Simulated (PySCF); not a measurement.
Electronic structure of S⁺ (sulfur, charge +1) at the UHF level

Configuration: [Ne] 3s2 3p3, high-spin 4S determinant. All numbers are calculated (PySCF 2.14, scalar relativity by spin-free X2C-1e, in aug-cc-pVDZ-DK (5s4p2d, 27 functions)).

| Quantity | Value |
| --- | --- |
| Total energy | -398.240256 hartree |
| One-electron energy | -544.3848 hartree |
| Hartree (Coulomb) energy | 171.0400 hartree |
| Exchange energy | -24.8954 hartree |
| ⟨S²⟩ | 3.7507 |
| ⟨L²⟩ | 0.000 |
| Sum of ⟨r⟩ | 12.76 bohr |
| Sum of ⟨r²⟩ | 20.94 bohr² |
| Langevin diamagnetic susceptibility | -16.6 ×10⁻⁶ cm³/mol |
| Time after the integrals | 0.05 s of wall time on 1 thread of Neoverse-V1 (shared host) |

```tsv
shell	electrons	mean orbital energy (eV)	rms radius, mean of both spins (bohr)
1s α	1	-2523.5	0.112
1s β	1	-2522.7	0.112
2s α	1	-258.31	0.516
2s β	1	-257.44	0.516
2p α	3	-194.06	0.491
2p β	3	-192.52	0.491
3s α	1	-38.599	1.78
3s β	1	-29.244	1.78
3p α	3	-23.446	2.05
```

Densities and radii are taken from the X2C orbitals without a picture-change correction, which distorts them close to the nucleus.
